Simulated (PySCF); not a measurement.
Compound: C5H9PSi.
Atom-mapped SMILES: `[SiH3:1][CH:2]1[CH:3]=[CH:4][PH:5][CH:6]=[CH:7]1` (hydrogens: H8, H9, H10 on Si1; H11 on C2; H12 on C3; H13 on C4; H14 on P5; H15 on C6; H16 on C7)

The same species was optimised twice, with GFN2-xTB and with PBE0-D3(BJ)/def2-SVP (PySCF), and the same property calculations (PySCF, gas phase) were run on both structures.

```csv
coordinate,GFN2-xTB,PBE0-D3(BJ)/def2-SVP,change
C3=C4 (Å),1.328,1.340,+0.012
Si1–C2 (Å),1.926,1.914,-0.012
C6=C7 (Å),1.328,1.340,+0.012
C2–C3 (Å),1.490,1.501,+0.011
C2–C7 (Å),1.490,1.501,+0.011
C4–P5 (Å),1.812,1.822,+0.010
P5–C6 (Å),1.812,1.822,+0.010
C3–C2–C7 (°),112.1,114.0,+1.9
C4–P5–C6 (°),95.8,97.4,+1.6
P5–C6–C7 (°),121.8,122.9,+1.1
C3–C4–P5 (°),121.8,122.8,+1.0
Si1–C2–C3 (°),109.2,108.5,-0.7
C2–C3–C4 (°),123.9,124.5,+0.6
C2–C7–C6 (°),123.9,124.5,+0.6
Si1–C2–C7 (°),109.2,108.7,-0.5
```

Rotational constants: A = 2907, B = 1412, C = 1303 MHz (GFN2-xTB) against A = 2987, B = 1354, C = 1214 MHz (PBE0-D3(BJ)/def2-SVP). Point groups within 0.08 Å: Cs and Cs.

On the GFN2-xTB structure: isotropic polarisability (au) 106.0 [CAM-B3LYP/def2-SVPD]; HOMO (eV) -7.35 [CAM-B3LYP/def2-SVPD]; LUMO (eV) 0.96 [CAM-B3LYP/def2-SVPD]; dipole (D) 1.29 [CAM-B3LYP/def2-SVPD]; HOMO (eV) -6.17 [PBE0/pcSseg-1]; LUMO (eV) -0.11 [PBE0/pcSseg-1]; dipole (D) 1.24 [PBE0/pcSseg-1]; GIAO shielding of Si1 (ppm) 438.5 [PBE0/pcSseg-1]; GIAO shielding of C2 (ppm) 153.9 [PBE0/pcSseg-1]; GIAO shielding of C3/C7 (mean) (ppm) 48.8 [PBE0/pcSseg-1]; GIAO shielding of C4/C6 (mean) (ppm) 59.8 [PBE0/pcSseg-1]; GIAO shielding of P5 (ppm) 440.1 [PBE0/pcSseg-1].

Task: What do these properties become on the PBE0-D3(BJ)/def2-SVP structure?

Result: 
| property | level | on GFN2-xTB | on PBE0-D3(BJ)/def2-SVP | change |
| --- | --- | --- | --- | --- |
| isotropic polarisability (au) | CAM-B3LYP/def2-SVPD | 106.0 | 109.1 | +3.1 |
| HOMO (eV) | CAM-B3LYP/def2-SVPD | -7.35 | -7.30 | +0.05 |
| LUMO (eV) | CAM-B3LYP/def2-SVPD | 0.96 | 0.72 | -0.24 |
| dipole (D) | CAM-B3LYP/def2-SVPD | 1.29 | 1.45 | +0.16 |
| energy, GFN2-xTB geometry as zero (kcal/mol) | CAM-B3LYP/def2-SVPD | 0.0 | -2.4 | -2.4 |
| HOMO (eV) | PBE0/pcSseg-1 | -6.17 | -6.12 | +0.05 |
| LUMO (eV) | PBE0/pcSseg-1 | -0.11 | -0.38 | -0.27 |
| dipole (D) | PBE0/pcSseg-1 | 1.24 | 1.41 | +0.17 |
| energy, GFN2-xTB geometry as zero (kcal/mol) | PBE0/pcSseg-1 | 0.0 | -2.0 | -2.0 |
| GIAO shielding of Si1 (ppm) | PBE0/pcSseg-1 | 438.5 | 427.0 | -11.5 |
| GIAO shielding of C2 (ppm) | PBE0/pcSseg-1 | 153.9 | 153.4 | -0.5 |
| GIAO shielding of C3/C7 (mean) (ppm) | PBE0/pcSseg-1 | 48.8 | 47.6 | -1.2 |
| GIAO shielding of C4/C6 (mean) (ppm) | PBE0/pcSseg-1 | 59.8 | 57.9 | -1.9 |
| GIAO shielding of P5 (ppm) | PBE0/pcSseg-1 | 440.1 | 427.2 | -12.9 |

The heavy atoms differ by 0.073 Å rms after alignment. Among bonds between heavy atoms Si1–C2, C2–C3, C2–C7, C3=C4 and C6=C7 change most and about equally (-0.012 to +0.012 Å). Changes are differences of the printed values. Neither structure is proved a minimum here.
